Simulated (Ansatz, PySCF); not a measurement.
Gas-phase reaction in SMILES: OCCC[SiH2]O + 3 C (CH4) + [SiH4] (SiH4) -> 2 CC (C2H6) + CO (CH4O) [methanol] + C[SiH3] [methylsilane] + O[SiH3] [hydroxysilane]
Each molecule is optimised on its own at B3LYP-D3(BJ)/def2-TZVP (Ansatz, an electronic-structure program), one conformer each, not searched for the lowest. Frequencies are from Ansatz or PySCF.
Geometry of the first species:
SMILES: OCCC[SiH2]O
```xyz
16

O      2.9185     0.4597     0.3388
C      1.6296     0.2461    -0.2356
C      0.9618    -0.8778     0.5344
C     -0.4104    -1.2720    -0.0325
Si    -1.7891    -0.0261     0.1528
O     -1.4746     1.2576    -0.8513
H      3.3356     1.2029    -0.1077
H      1.0244     1.1571    -0.1874
H      1.7183    -0.0339    -1.2936
H      1.6327    -1.7407     0.5193
H      0.8677    -0.5753     1.5809
H     -0.3235    -1.5397    -1.0912
H     -0.7612    -2.1787     0.4730
H     -1.8813     0.4335     1.5644
H     -3.0889    -0.6510    -0.2085
H     -2.1133     1.9735    -0.8865
```

Property: bond separation energy (0 K, with B3LYP-D3(BJ) harmonic zero-point energies), in kcal/mol. Valence correlation only, unless marked. No spin-orbit coupling. Non-relativistic. CBS(X,Y): correlation extrapolated as X^-3; Hartree-Fock from the larger set. The bracket is a focal-point correction in the basis named.

| level | program | bond separation energy (kcal/mol) | minus last row |
|---|---|---|---|
| PBE/def2-TZVPD | Ansatz | 9.0 | -2.4 |
| PBE0/def2-SVP | Ansatz | 10.7 | -0.7 |
| LC-wPBE-D4/def2-TZVPD | Ansatz + dftd4 | 11.2 | -0.2 |
| B2GP-PLYP/def2-TZVPD | Ansatz | 10.0 | -1.4 |
| SCS-MP2/cc-pwCVTZ | Ansatz | 10.6 | -0.8 |
| CCSD(T) with core electrons (1s frozen past Ne)/cc-pwCVTZ | Ansatz | 11.8 | 0.4 |
| RI-MP2/CBS(cc-pV(T+d)Z,cc-pV(Q+d)Z)+[CCSD(T)-MP2]/cc-pV(T+d)Z | Ansatz | 11.4 | 0.0 |
